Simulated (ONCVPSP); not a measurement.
**Cd (Z = 48): one change to an ONCV potential, before and after**

* Element: cadmium
* Generator: ONCVPSP 4.0.1
* Type: optimised norm-conserving Vanderbilt (ONCV)
* Functional: PBEsol
* Relativity: scalar-relativistic
* Frozen core: [Ar] 3d10
* Valence charge: 20
* Reference configuration: 4s2 4p6 4d10 5s2
* Partial waves: 4s+5s: rc 1.35 bohr, ncon 4, nbas 8, qcut 11.8 1/bohr, 2 projectors; 4p: rc 1.05 bohr, ncon 4, nbas 8, qcut 8.6 1/bohr, 3 projectors, debl 0.3 Ha; 4d: rc 1.80 bohr, ncon 4, nbas 8, qcut 7.8 1/bohr, 2 projectors, debl 0.9 Ha
* Local potential: polynomial inside 1.05 bohr (lpopt 5, dvloc0 0 Ha)
* Core correction: Teter function, fcfact 3.25, rcfact 1.2

In the p channel the program set the typed energies aside and used -2.458, 0.250, 0.550 Ha.

Change: reference 4s2 4p6 4d10; wave 4s+5s: rc 1.35 bohr, ncon 4, nbas 8, qcut 11.8 1/bohr, 2 projectors becomes 4s: rc 1.35 bohr, ncon 4, nbas 8, qcut 11.8 1/bohr, 2 projectors, debl 3 Ha. In the s channel the program set the typed energies aside and used -4.583, 0.250 Ha. In the p channel the program set the typed energies aside and used -3.154, 0.250, 0.550 Ha. In the d channel the program set the typed energies aside and used -1.119, 0.250 Ha.

Cutoffs: the cutoffs (Ha) at which the residual kinetic energy of the hardest occupied pseudo-wave falls to 1 and 0.1 mHa per electron; they do not see the model core or the augmentation charge, which bear on the density cutoff. Errors are all-electron minus pseudo energies relative to the spin-unpolarised reference configuration.

Q: What does the change do?

A: The potential gets neither clearly harder nor softer (71 Ha and 179 Ha → 71 Ha and 179 Ha); the bound ghost in p disappears.

| quantity | base | changed |
| --- | --- | --- |
| cutoff, loose | 71 Ha | 71 Ha |
| cutoff, tight | 179 Ha | 179 Ha |
| loose cutoff by channel | s 41 Ha, p 71 Ha, d 25 Ha | s 41 Ha, p 71 Ha, d 25 Ha |
| bound ghosts | p | none |
| GHOST(+) flags under 300 eV | none | none |
| largest error over its own tests, meV | -3.7 | -141 |
| s: phases at 1.37 bohr within 0.05 rad from the reference energy up to (Ha; the scan ends near 5) | to the end of the scan | to the end of the scan |
| p: phases at 1.06 bohr within 0.05 rad from the reference energy up to (Ha; the scan ends near 5) | to the end of the scan | to the end of the scan |
| d: phases at 1.83 bohr within 0.05 rad from the reference energy up to (Ha; the scan ends near 5) | to the end of the scan | to the end of the scan |
| rms error of d²Exc/dni dnj with the model core, mHa | 1.05 | 1.41 |

 A true bound ghost makes a file unfit for plane-wave use even where its test errors are small: the radial tests pick states by their node count and pass the ghost by.
